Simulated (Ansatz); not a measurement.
Reaction (substitution at a C–Si bond): `FC(F)[SiH3]` + `C[SiH2]O` → `C[SiH2]OC(F)F` + SiH₄

Isolated molecules relaxed with PBE0-D4/def2-TZVP in Ansatz; ΔE leaves out vibrations. CCSD(T)/CBS adds triple-zeta CCSD(T) − MP2 to the extrapolated MP2 energy (def2 sets, frozen cores). This one scheme is used for every species. DFT in def2-TZVPP. B3LYP here is the variant with VWN-RPA as its local correlation; programs differ in this. Each species was taken in one conformer, which may not be the lowest.

Problem. Is it downhill or uphill in electronic energy at CCSD(T)/CBS, and by how much? (An estimate is asked.)

Solution. The calculation gave: Downhill: ΔE = -15.0 kJ/mol.

Problem. What do these levels give: PBE-D4, PBE0-D4, B3LYP-D4, ωB97X-V, ωB97M-V, B2PLYP, PBE, HF/def2-TZVPP, SCS-MP2/def2-TZVPP, HF/def2-QZVPP, MP2/def2-QZVPP, SCS-MP2/def2-QZVPP? (An estimate is asked.)

Solution. The calculation gave: PBE-D4 -14.6, PBE0-D4 -20.2, B3LYP-D4 -18.3, ωB97X-V -23.3, ωB97M-V -20.4, B2PLYP -18.0, PBE -12.6, HF/def2-TZVPP -34.4, SCS-MP2/def2-TZVPP -20.7, HF/def2-QZVPP -33.7, MP2/def2-QZVPP -15.4, SCS-MP2/def2-QZVPP -15.9 kJ/mol.

Largest T1 diagnostic among the species: 0.012.

In def2-TZVPP, CCSD(T) changes the Hartree–Fock value by +11.7 kJ/mol (the triples alone add +0.2 kJ/mol) and MP2 by +14.3 kJ/mol. From PBE to PBE0 (25 % exact exchange), in def2-TZVPP and without D4, ΔE moves by −5.7 kJ/mol.
